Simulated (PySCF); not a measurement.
Compound: C4H13NOSi.
SMILES: `N(C)([Si@@H](OC)C)C`

Method: TDDFT CAM-B3LYP/def2-SVPD, vertical, gas phase, core orbitals frozen in the response (PySCF 2.14.0, density-fitted response routines). One conformer (not necessarily the lowest) at the PBE0-D3(BJ)/def2-SVP geometry, without solvent, vibrations or thermal averaging. Torsions of this conformer, `[CH3:1][O:2][Si@@H:3]([CH3:4])[N:5]([CH3:6])[CH3:7]`: C1–O2–Si3–C4 70°, O2–Si3–N5–C6 -90°.

Each state is given a Gaussian of 0.3 eV full width at half maximum, with ε(max) = 2.175×10⁸ f / Δν̃ (Δν̃ the width in cm⁻¹). The cross-section is σ = 3.8235×10⁻²¹ ε cm², given in Mb (10⁻¹⁸ cm²). The width is an assumption, not a result. The curve ends short of the highest state used, and states not computed would add to its high-energy end.

```csv
λ (nm),σ (Mb)
164.9,13.64
165.8,14.20
166.7,14.51
167.7,15.17
168.6,16.56
169.6,19.15
170.5,22.07
171.4,24.81
172.4,26.65
173.3,26.58
174.3,24.42
175.2,20.98
176.1,16.85
177.1,12.31
178.0,8.85
179.0,5.99
179.9,4.28
180.8,3.20
181.8,2.46
182.7,2.01
183.7,1.60
184.6,1.27
185.5,0.97
186.5,0.68
187.4,0.47
188.4,0.31
189.3,0.22
190.2,0.20
191.2,0.26
192.1,0.39
193.1,0.64
194.0,0.97
194.9,1.39
195.9,1.95
196.8,2.50
197.7,3.03
198.7,3.54
199.6,3.86
200.6,4.01
201.5,3.95
202.4,3.72
203.4,3.30
204.3,2.82
205.3,2.26
206.2,1.77
207.1,1.34
208.1,0.93
209.0,0.65
210.0,0.41
210.9,0.27
211.8,0.17
212.8,0.09
213.7,0.05
214.7,0.03
215.6,0.02
216.5,0.01
```

Question: Where are the band maxima, and which computed states make them?

Answer: 201 nm (6.18 eV), ε about 1100, made up of S1 (100%); 173 nm (7.17 eV), ε about 7000, made up of S3 (92%) (ε in L mol⁻¹ cm⁻¹; maxima over ε = 5, shares over 10%). The states used: S1 6.18 eV (f 0.012); S2 6.82 eV (f 0.0051); S3 7.16 eV (f 0.072); S4 7.32 eV (f 0.011); S5 7.50 eV (f 0.014); S6 7.53 eV (f 0.021); S7 7.77 eV (f 0.0070); S8 7.82 eV (f 0.0027); S9 8.06 eV (f 0.036); S10 8.12 eV (f 0.052).

Question: Coming from long wavelengths, where does ε first pass 100 L mol⁻¹ cm⁻¹?

Answer: At about 210 nm (5.90 eV), 0.28 eV below S1.

Question: What would ε be at 7.17 eV, the highest of these maxima, with half the width (0.15 eV)?

Answer: About 12900 L mol⁻¹ cm⁻¹ against 7020, a factor of about 1.8; a lone state at its own centre would give exactly 2.

Question: On this curve, what absorbance would a 10⁻⁵ mol/L sample give at 193 nm over a 1 cm path?

Answer: 193 nm is 6.424 eV, where ε is about 160 L mol⁻¹ cm⁻¹, so A = ε c l ≈ 0.0016 (Beer–Lambert, with the gas-phase spectrum and the assumed width).

The vertical ionisation energy (ΔSCF) is 8.39 eV, 0.27 eV above S10.

Without π bonds the low states are Rydberg-like; a valence basis with one diffuse set may place them up to an eV too high.
